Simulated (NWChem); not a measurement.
System: NiH2O2, triplet; SMILES [OH][Ni][OH]

```xyz
5

Ni     0.0068    -0.0131     0.0000
O     -0.1013     0.0175    -1.7476
H      0.7152     0.0441    -2.2577
O     -0.1013     0.0175     1.7476
H      0.7152     0.0441     2.2577
```
Atoms are numbered in this order, from 1.

Computed with NWChem. Pople sets run with spherical d functions. Spin-unrestricted. Medium grid unless said otherwise, to which SCAN and Minnesota functionals are sensitive. All runs use the structure optimised with PBE0/def2-SVP, spin-unrestricted. This spin state was assumed; another may lie lower. No stability test was run on the SCF state.

### Question
Among these, which level gives the lowest value of “highest occupied level (eV)”?
A) TPSSh/6-31G*
B) B3LYP/6-31G*
C) M05-2X/6-31G*
D) UHF/6-31G*

### Answer
D, UHF/6-31G*. Values: UHF/6-31G* -11.94; M05-2X/6-31G* -9.32; B3LYP/6-31G* -7.14; TPSSh/6-31G* -6.25
